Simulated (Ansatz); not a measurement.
`Cc1cccc(C)c1`: measurement beside calculation (Ansatz, PBE0-D4/def2-TZVP geometry).

```xyz
18

C     1.512   -1.214   -1.820
C     0.536   -0.788   -0.766
C    -0.421   -1.672   -0.279
C    -1.342   -1.257    0.669
C    -1.318    0.043    1.146
C    -0.367    0.946    0.682
C    -0.306    2.344    1.219
C     0.547    0.512   -0.272
H     1.116   -1.019   -2.822
H     1.725   -2.283   -1.756
H     2.456   -0.672   -1.732
H    -0.444   -2.693   -0.648
H    -2.086   -1.954    1.039
H    -2.043    0.363    1.887
H     0.069    3.043    0.469
H     0.363    2.402    2.083
H    -1.290    2.688    1.545
H     1.292    1.210   -0.644
```

Measured: 8.56 eV (ionisation energy: first ionisation energy (HOMO), m-xylene, photoelectron spectroscopy). Source: Femtosecond Laser Mass Spectrometry and High Harmonic Spectroscopy of Xylene Isomers, 2018 (pmc:5830629).

```tsv
level	vertical IE (eV)	minus measured (eV)
PBE-D4/def2-TZVPP	8.51	-0.05
r2SCAN-D4/def2-TZVPP	8.45	-0.11
PBE0-D4/def2-TZVPP	8.56	0.00
B3LYP-D4/def2-TZVPP	8.60	0.04
ωB97X-V/def2-TZVPP	8.61	0.05
ωB97M-V/def2-TZVPP	8.61	0.05
B2PLYP/def2-TZVPP	8.62	0.06
−ε(HOMO), LDA (SPW92)	5.97	-2.59
−ε(HOMO), PBE	5.80	-2.76
−ε(HOMO), revPBE	5.73	-2.83
−ε(HOMO), BLYP	5.62	-2.94
−ε(HOMO), r2SCAN	5.95	-2.61
−ε(HOMO), B97M-V	5.93	-2.63
−ε(HOMO), PBE0	6.76	-1.80
−ε(HOMO), B3LYP	6.55	-2.01
−ε(HOMO), r2SCANh	6.32	-2.24
−ε(HOMO), r2SCAN0	6.88	-1.69
−ε(HOMO), HSE06	6.37	-2.19
−ε(HOMO), BHLYP	7.54	-1.02
−ε(HOMO), CAM-B3LYP	7.96	-0.60
−ε(HOMO), LC-ωPBE	9.24	0.68
−ε(HOMO), ωB97X-V	8.90	0.34
−ε(HOMO), ωB97M-V	8.83	0.27
```

Computed values are vertical and leave out zero-point energy and spin–orbit coupling (wavefunction rows weren't run, or the cation's reference was doubtful), so an adiabatic measurement lies lower by the cation's relaxation.

B3LYP here is the variant with VWN-RPA as its local correlation; programs differ in this.
